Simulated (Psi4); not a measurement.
I$_{4}$Ti, singlet, geometry from GFN2-xTB (such geometries of metal compounds can be far from the true shape) (core potentials on I); B3LYP/def2-SVP in Psi4.

The Psi4 input:
```
memory 2 GB

molecule {
0 1
Ti   -0.00000000    0.00000000   -0.00000000
I     2.09524070   -0.59546698   -1.49603154
I     0.78783176    0.44202976    2.48327520
I    -1.17364265    2.16819622   -0.95090116
I    -1.70942982   -2.01475900   -0.03634250
}

set {
  basis def2-svp
}

energy('b3lyp')
print_variables()
```

The log (banner, timings and long lists left out):

```
   => Loading Basis Set <=

    Name: DEF2-SVP
    Role: ORBITAL
    Keyword: BASIS

    !!!  WARNING: ECP capability is in beta. Please check occupations closely.  !!!

         ---------------------------------------------------------
                                   SCF
               by Justin Turney, Rob Parrish, Andy Simmonett
                          and Daniel G. A. Smith
                              RKS Reference
         ---------------------------------------------------------

  ==> Geometry <==

    Molecular point group: c1
    Full point group: Td

    Geometry (in Angstrom), charge = 0, multiplicity = 1:

       Center              X                  Y                   Z               Mass
    ------------   -----------------  -----------------  -----------------  -----------------
         TI           0.000000002284     0.000000000000    -0.000000000000    47.947941980000
         I            2.095240702284    -0.595466980000    -1.496031540000   126.904471900000
         I            0.787831762284     0.442029760000     2.483275200000   126.904471900000
         I           -1.173642647716     2.168196220000    -0.950901160000   126.904471900000
         I           -1.709429817716    -2.014759000000    -0.036342500000   126.904471900000

  Running in c1 symmetry.

  Rotational constants: A =      0.00713  B =      0.00713  C =      0.00713 [cm^-1]
  Rotational constants: A =    213.86839  B =    213.86839  C =    213.86839 [MHz]
  Nuclear repulsion =  900.436891984001136

  Charge       = 0
  Multiplicity = 1
  Electrons    = 122
  Nalpha       = 61
  Nbeta        = 61

  ==> Algorithm <==

  SCF Algorithm Type is DF.
  DIIS enabled.
  MOM disabled.
  Fractional occupation disabled.
  Guess Type is SAD.
  Energy threshold   = 1.00e-06
  Density threshold  = 1.00e-06
  Integral threshold = 1.00e-12

  ==> Primary Basis <==

  Basis Set: DEF2-SVP
    Blend: DEF2-SVP
    Number of shells: 51
    Number of basis functions: 135
    Number of Cartesian functions: 148
    Spherical Harmonics?: true
    Max angular momentum: 3

  Core potential: DEF2-SVP
    Number of shells: 16
    Number of ECP primitives: 116
    Number of ECP core electrons: 112
    Max angular momentum: 3

  ==> DFT Potential <==

   => LibXC <=

    Version 7.1.2
    S. Lehtola, C. Steigemann, M. J. T. Oliveira, and M. A. L. Marques,  SoftwareX 7, 1–5 (2018) (10.1016/j.softx.2017.11.002)

   => Composite Functional: B3LYP <=

    B3LYP Hyb-GGA Exchange-Correlation Functional

    P. J. Stephens, F. J. Devlin, C. F. Chabalowski, and M. J. Frisch,  J. Phys. Chem. 98, 11623 (1994) (10.1021/j100096a001)

    Deriv               =              1
    GGA                 =           TRUE
    Meta                =          FALSE

    Exchange Hybrid     =           TRUE
    MP2 Hybrid          =          FALSE

   => Exchange Functionals <=

    0.0800   Slater exchange
    0.7200         Becke 88

   => Exact (HF) Exchange <=

    0.2000               HF

   => Correlation Functionals <=

    0.1900   Vosko, Wilk & Nusair (VWN5_RPA)
    0.8100   Lee, Yang & Parr

   => LibXC Density Thresholds  <==

    XC_HYB_GGA_XC_B3LYP:  1.00E-15

   => Molecular Quadrature <=

    Radial Scheme          =       TREUTLER
    Pruning Scheme         =           NONE
    Nuclear Scheme         =       TREUTLER

    Blocking Scheme        =         OCTREE
    BS radius alpha        =              1
    Pruning alpha          =              1
    Radial Points          =             75
    Spherical Points       =            302
    Total Points           =         108341
    Total Blocks           =            945
    Max Points             =            256
    Max Functions          =            124
    Weights Tolerance      =       1.00E-15

   => Loading Basis Set <=

    Name: (DEF2-SVP AUX)
    Role: JKFIT
    Keyword: DF_BASIS_SCF

  ==> Integral Setup <==

  SCF_SUBTYPE=INCORE selected. In-core MEM_DF algorithm will be used.
  Using in-core AOs.

  ==> MemDFJK: Density-Fitted J/K Matrices <==

    J tasked:                   Yes
    K tasked:                   Yes
    wK tasked:                   No
    Algorithm:                 Core
    Schwarz Cutoff:           1E-12
    Mask sparsity (%):       7.5720
    Fitting Condition:        1E-10

   => Auxiliary Basis Set <=

  Basis Set: (DEF2-SVP AUX)
    Blend: DEF2-UNIVERSAL-JKFIT
    Number of shells: 242
    Number of basis functions: 1136
    Number of Cartesian functions: 1613
    Spherical Harmonics?: true
    Max angular momentum: 6

  Minimum eigenvalue in the overlap matrix is 1.4443777709E-02.
  Reciprocal condition number of the overlap matrix is 3.7143615987E-03.
    Using symmetric orthogonalization.

  ==> Pre-Iterations <==

  SCF Guess: Superposition of Atomic Densities via on-the-fly atomic UHF (no occupation information).

   -------------------------
    Irrep   Nso     Nmo
   -------------------------
     A        135     135
   -------------------------
    Total     135     135
   -------------------------

  ==> Iterations <==

                           Total Energy        Delta E     RMS |[F,P]|

   @DF-RKS iter SAD: -2029.23041359271110   -2.02923e+03   0.00000e+00
   @DF-RKS iter   1: -2039.65583815367631   -1.04254e+01   9.17447e-03 ADIIS/DIIS
   @DF-RKS iter   2: -2016.34909769114142    2.33067e+01   4.07647e-02 ADIIS/DIIS
   @DF-RKS iter   3: -2038.80317787183412   -2.24541e+01   1.70737e-02 ADIIS/DIIS
   @DF-RKS iter   4: -2040.72165800987250   -1.91848e+00   2.51829e-03 ADIIS/DIIS
   @DF-RKS iter   5: -2040.19463531487690    5.27023e-01   8.81723e-03 ADIIS/DIIS
   @DF-RKS iter   6: -2040.77549424300582   -5.80859e-01   2.23676e-04 ADIIS/DIIS
   @DF-RKS iter   7: -2040.77526883833912    2.25405e-04   2.76546e-04 ADIIS/DIIS
   @DF-RKS iter   8: -2040.77612350098207   -8.54663e-04   4.84922e-05 DIIS
   @DF-RKS iter   9: -2040.77614275879705   -1.92578e-05   2.56485e-05 DIIS
   @DF-RKS iter  10: -2040.77614955560057   -6.79680e-06   3.66521e-06 DIIS
   @DF-RKS iter  11: -2040.77614974325684   -1.87656e-07   2.08166e-06 DIIS
   @DF-RKS iter  12: -2040.77614978969473   -4.64379e-08   1.29357e-06 DIIS
   @DF-RKS iter  13: -2040.77614980823842   -1.85437e-08   1.88984e-07 DIIS
  Energy and wave function converged.

  ==> Post-Iterations <==

   Electrons on quadrature grid:
      Ntotal   =  121.9999900709 ; deviation = -9.929e-06

    Orbital Energies [Eh]
    ---------------------

    Doubly Occupied:

[...]
      61A     -0.275234

    Virtual:

[...]
    Final Occupation by Irrep:
              A
    DOCC [    61 ]
    NA   [    61 ]
    NB   [    61 ]

  @DF-RKS Final Energy: -2040.77614980823842

   => Energetics <=

    Nuclear Repulsion Energy =            900.4368919840011358
    One-Electron Energy =               -5032.6706753302214565
    Two-Electron Energy =                2197.6657394358912825
    DFT Exchange-Correlation Energy =    -106.2081058979088368
    Empirical Dispersion Energy =           0.0000000000000000
    VV10 Nonlocal Energy =                  0.0000000000000000
    Total Energy =                      -2040.7761498082381877

Computation Completed

Properties will be evaluated at   0.000000,   0.000000,   0.000000 [a0]

Properties computed using the SCF density matrix

 Multipole Moments:

 ------------------------------------------------------------------------------------
     Multipole            Electronic (a.u.)      Nuclear  (a.u.)        Total (a.u.)
 ------------------------------------------------------------------------------------

 L = 1.  Multiply by 2.5417464519 to convert [e a0] to [Debye]
 Dipole X            :         -0.0000002            0.0000001           -0.0000001
 Dipole Y            :         -0.0000552           -0.0000000           -0.0000552
 Dipole Z            :          0.0000180           -0.0000000            0.0000180
 Magnitude           :                                                    0.0000581

 ------------------------------------------------------------------------------------

  Variable Map:
  ----------------------------------------------------------------------------
[...]
  Array Variable Map:
  ----------------------------------------------------------------------------
[...]
[...]
```
